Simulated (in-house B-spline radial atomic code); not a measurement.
A calculation on Yb5+ (with a hole in an inner shell): its settings, and results tabulated from the run. Computed with a radial B-spline atomic code at the basis-set limit: Dirac-Hartree-Fock, average of configuration, Fermi nucleus of rms radius 5.3108 fm.

Command:
```bash
python run_scf.py task.json out
```
Settings (nuclear radius in fm, mass in u):
```
Z                70
configuration    1s2 2s2 2p6 3s2 3p6 3d10 4s1 4p6 4d10 4f12 5s2 5p6
hamiltonian      dirac
method           hf
spin_polarised   False
nucleus          fermi
rms_radius       5.3108
atomic_mass      173.93887
speed_of_light   137.035999084
```

Output (hartree, bohr):
```
 radial grid: 68 intervals, B-splines of order 8, outer radius 25.4386 bohr

 iter        energy (Eh)    residual
    1      -14006.459017    9.28e-01
    2      -14020.598019    1.46e+00
    3      -14043.433499    2.67e-01
    4      -14044.194430    7.42e-02
    5      -14044.267396    1.15e-02
    6      -14044.269194    4.29e-03
    7      -14044.269386    1.18e-03
    8      -14044.269430    4.96e-04
    9      -14044.269434    1.50e-05
   10      -14044.269434    4.34e-07

 total energy                    -14044.26943
 kinetic                           15592.4033
 electron-nucleus                 -34685.9973
 electron-electron                  5049.3246

 first-order corrections (not in the total)
   Gaunt                            15.8005
   retardation                      -1.6707
   frequency dependence             -0.2515
   self-energy                      11.3025
   Uehling                          -1.9967
   Wichmann-Kroll                    0.0728
   recoil                            0.0278

 orbital      occ     eigenvalue          <r>       <r^2>       <1/r>     <1/r^2>     <1/r^3>       r_max    small
 1s1/2      2.000     -2271.1242    0.0196596  0.00052986     80.6119     15258.9           -     0.01237  6.90e-02
 2s1/2      2.000      -392.2708    0.0826906   0.0081426     19.4796     2015.61           -     0.07071  1.55e-02
 2p1/2      2.000      -373.4772    0.0687988  0.00587332     19.4099     635.613           -     0.05303  1.55e-02
 2p3/2      4.000      -334.9027    0.0762559  0.00708014     16.6812      379.67     13441.6     0.05941  1.42e-02
 3s1/2      2.000       -93.0074      0.21585   0.0534085      7.1482     446.529           -      0.1994  5.05e-03
 3p1/2      2.000       -84.7715      0.20578   0.0493165     7.05932     142.981           -      0.1874  4.99e-03
 3p3/2      4.000       -76.4408     0.219569   0.0559479     6.36394     86.8397     3002.96      0.2005  4.61e-03
 3d3/2      4.000       -62.5546     0.193401   0.0439661     6.23368      48.651     508.558      0.1581  4.47e-03
 3d5/2      6.000       -60.7540     0.197688   0.0458054     6.06515     45.4952     441.339      0.1618  4.36e-03
 4s1/2      1.000       -21.9397     0.488083    0.269416     2.97549     107.715           -      0.4553  1.61e-03
 4p1/2      2.000       -18.3225     0.494192    0.277881     2.87155     33.8088           -      0.4566  1.53e-03
 4p3/2      4.000       -16.3972     0.524156    0.312365     2.64203     20.7777     679.249      0.4837  1.40e-03
 4d3/2      4.000       -10.8625     0.547185    0.346911     2.42589     10.6759      100.04      0.4845  1.22e-03
 4d5/2      6.000       -10.5007     0.557907    0.360437     2.36771     9.96358     85.3072      0.4935  1.18e-03
 4f5/2      5.143        -3.6143     0.646631    0.515839      1.9345     4.74948     15.0823      0.4703  8.29e-04
 4f7/2      6.857        -3.5528     0.654653    0.528974     1.91113     4.63211     14.4793      0.4752  8.14e-04
 5s1/2      2.000        -4.9898      1.15123     1.48503     1.16578     19.7174           -       1.049  3.65e-04
 5p1/2      2.000        -3.8664      1.24909     1.75332     1.05514     5.53193           -       1.119  3.03e-04
 5p3/2      4.000        -3.5591      1.32704     1.97666    0.979769     3.43881     101.333       1.189  2.71e-04
```

Run time, properties included: 2.1 s on 1 thread of Arm Neoverse N1, with other jobs on the host.

For the Dirac Hamiltonian the kinetic term is c α·p + (β - 1)c².
